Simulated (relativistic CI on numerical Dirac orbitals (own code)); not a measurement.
Re4+: 4f photoemission

Computed with this model: Dirac-Coulomb-Breit CI, KLI orbitals optimised for each configuration, model QED (radiative potential, 1s self-energy scaled to tabulated hydrogen-like ionisation energies), valence Slater integrals scaled by 0.7, multiplet model of photoemission in the sudden approximation; configurations [Xe] 4f14 5d3 → [Xe] 4f13 5d3; 300 K; Lorentzian 0.17 eV and Gaussian 0.5 eV FWHM. Energies are those of the free ion, without screening or charge transfer. The energies are binding energies and can lie tens of eV above those of solids. S is read from ⟨S²⟩ = S(S + 1).

Field parameters in Wybourne normalisation: D3d B²₀ = −7Dσ, B⁴₀ = −14Dq − 21Dτ, B⁴₃ = −14√(10/7) Dq. The field is a parameter set, without covalency.

free ion: ground-state S = 1.38, centroid 96.98 eV. Peaks (eV, height): 95.7 (100), 98.3 (61).

D3d, 10Dq = 35000, Dσ = 400, Dτ = 50 cm⁻¹: ground-state S = 1.46, centroid 97.19 eV. Peaks (eV, height): 96.0 (100), 98.5 (68).

Strongest unbroadened transitions for free ion:

| Energy (eV) | Relative strength |
| --- | --- |
| 95.40 | 100.0 |
| 95.56 | 82.5 |
| 95.86 | 87.5 |
| 95.89 | 61.4 |
| 96.20 | 49.7 |
| 96.80 | 7.1 |
| 97.20 | 9.6 |
| 97.38 | 11.3 |
| 97.67 | 6.9 |
| 98.22 | 9.3 |
| 98.27 | 96.1 |
| 98.55 | 6.8 |
| 98.62 | 34.2 |
| 98.63 | 10.5 |
| 98.91 | 11.4 |
| 98.93 | 6.1 |
| 99.05 | 19.5 |
| 99.34 | 9.4 |
